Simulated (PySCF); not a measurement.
# C₆ coefficients of unlike pairs at BLYP

Calculated with PySCF 2.14 from the dipole response of each species, C₆(A,B) = (3/π) ∫ α_A(iu) α_B(iu) du, in atomic units, from isotropic polarisabilities. For ions this is the dispersion term alone; charge-induced terms of lower order in 1/R come first.

| species | configuration | basis | relativity | α (bohr³) | C₆ (like pair) |
| --- | --- | --- | --- | --- | --- |
| N⁺ | [He] 2s2 2p2 (3P) | aug-cc-pVQZ with one added diffuse shell each of s, p, d, f, g type (7s6p5d4f3g) | none | 3.878 | 8.382 |
| Ca⁺ | [Ar] 4s1 (2S) | aug-cc-pwCVTZ-X2C (9s8p6d3f) | spin-free X2C | 67.52 | 461.5 |
| In³⁺ | [Kr] 4d10 (1S) | aug-cc-pVTZ-PP with one added diffuse shell each of d, f type with ECP28MDF (6s5p5d3f) | core potential | 2.774 | 7.613 |
| In⁺ | [Kr] 4d10 5s2 (1S) | aug-cc-pwCVDZ-PP with ECP28MDF (6s5p4d1f) | core potential | 22.48 | 143.0 |

(1) Estimate C₆ for In⁺ with N⁺.

No spin-orbit coupling is included.

The other pairs:

| pair | C₆ |
| --- | --- |
| In⁺, Ca⁺ | 231.8 |
| In⁺, In³⁺ | 29.28 |
| Ca⁺, N⁺ | 48.28 |
| In³⁺, N⁺ | 7.754 |
| In³⁺, Ca⁺ | 39.04 |

Answers

(1) The integral gives 33.34. The combination rule 2 C_A C_B / (C_A α_B/α_A + C_B α_A/α_B) gives 32.72 and the geometric mean 34.62.
